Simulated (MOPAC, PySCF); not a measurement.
C₄H₅BS₂, SMILES `c1c(cc(s1)B)S`, neutral singlet in the gas phase. 

Z-matrix (Å, degrees):
```
C
C 1 1.3889
H 1 1.0914 2 122.41
C 1 1.4144 3 123.73 2 179.64
C 4 1.3846 1 111.74 3 -179.05
H 5 1.0901 4 126.39 1 -179.24
B 2 1.5215 1 128.79 3 -0.31
H 7 1.2083 2 120.87 1 178.62
H 7 1.2087 8 120.17 2 -179.97
S 5 1.6990 6 121.55 4 -179.38
S 4 1.7685 5 122.28 6 4.25
H 11 1.3513 4 96.55 5 -128.78
```
Charge 0, multiplicity 1.

All levels are single points at this geometry (PBE0-D4/def2-SVP); Pople sets use spherical d functions. Orbital energies aren't observables, and empty levels follow the basis.

PM6 in MOPAC gives dipole (D) = 0.95.

Problem. Estimate the dipole (D) from each of these levels: PBE0-D4/def2-TZVP in PySCF; PBE/6-31G* in PySCF; SVWN5/6-31G* in PySCF; HF/3-21G in PySCF; PM7 in MOPAC.

Solution. 
| level | dipole (D) |
|---|---|
| PBE0-D4/def2-TZVP in PySCF | 1.11 |
| PBE/6-31G* in PySCF | 1.30 |
| SVWN5/6-31G* in PySCF | 1.37 |
| HF/3-21G in PySCF | 1.13 |
| PM7 in MOPAC | 1.29 |
